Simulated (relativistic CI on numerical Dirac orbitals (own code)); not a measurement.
**Hyperfine structure of Au⁷⁷⁺, mass number 197**

Calculated at this level of theory: Dirac-Coulomb-Breit CI, orbitals from a KLI potential per configuration, model QED (radiative potential, 1s self-energy scaled to tabulated hydrogen-like ionisation energies), unscaled Slater integrals (own radial code, finite nucleus).

Configuration list: 1s2, 1s 2s, 1s 2p, 1s 3s, 1s 3p, 1s 3d, 1s 4s, 1s 4p, 1s 4d, 1s 4f, 1s 5s, 1s 5p, 1s 5d, 1s 5f, 1s 5g, 1s 6s, 1s 6p, 1s 6d, 2s2. Levels of other configurations are missing.

Nuclear spin I = 3/2, μ = 0.1452 μN, Q = 0.547 b (tables of Stone and Pyykkö). The electronic factors are computed for point nuclear moments, without core polarisation or the Bohr-Weisskopf and QED corrections.

| Level | E (10³ cm⁻¹) | A (GHz) | B (GHz) |
| --- | --- | --- | --- |
| 1s 2s 3S_1 | 549205 | 12310 | -0.0447 |
| 1s 2p 3P°_1 | 550218 | 11220 | -16.6 |
| 1s 2p 3P°_2 | 567357 | 5414 | 1240 |
| 1s 2p 1P°_1 | 567794 | -5196 | 632 |
| 1s 3s 3S_1 | 656345 | 11160 | -0.0498 |
| 1s 3p 3P°_1 | 656612 | 10840 | -4.7 |
| 1s 3p 3P°_2 | 661718 | 5363 | 398 |
| 1s 3d 3D_2 | 661796 | 5355 | 79.5 |

Levels with J = 0, under 50 % of one LS term, or S terms without an open s electron are left out. Small factors come from cancelling terms and can be off by tens of per cent or more.

At this charge energies of transitions that change n are usually good to better than 1 %, and those within a shell (Δn = 0) to a few per cent.

Question: Give the hyperfine levels of 1s 2s 3S_1 relative to its centre of gravity.

Answer: With K = F(F + 1) − I(I + 1) − J(J + 1), E = AK/2 + B[¾K(K + 1) − I(I + 1)J(J + 1)]/[2I(2I − 1)J(2J − 1)]: F = 1/2: -30780, F = 3/2: -12310, F = 5/2: 18470 GHz.

LS names give the leading component of a level, which can be under half, so a name can repeat, a term be missing and a line seem to break the LS rules.
